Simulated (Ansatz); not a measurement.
Mulliken charges of `[CH3][Al][Br]` radical from PBE/def2-TZVPP in Ansatz (PBE0-D4/def2-TZVP geometry).

```
atom   x (Å)   y (Å)   z (Å)  charge (e)
  C1  -0.392   0.512  -0.309      -0.395
 Al2   1.120  -0.742  -0.307       0.307
 Br3   1.361  -2.106   1.514      -0.233
  H4  -0.031   1.542  -0.384       0.103
  H5  -0.976   0.404   0.609       0.115
  H6  -1.040   0.326  -1.170       0.103
```

Q: By hand: the dipole of these point charges (1 e Å = 4.8032 D).

A: Σ q r = (-0.041, 0.300, -0.415) e Å, of length 0.514 e Å = 2.47 D.

Q: How does the dipole of the full density compare? (An estimate is asked.)

A: Computed: (-0.138, 0.282, -0.263) e Å, 1.97 D; the point charges give 1.25 times that, at 19° from its direction.

Point charges leave out the atoms' own dipoles, such as those of lone pairs, and Mulliken's split depends on the basis, so the two needn't agree.
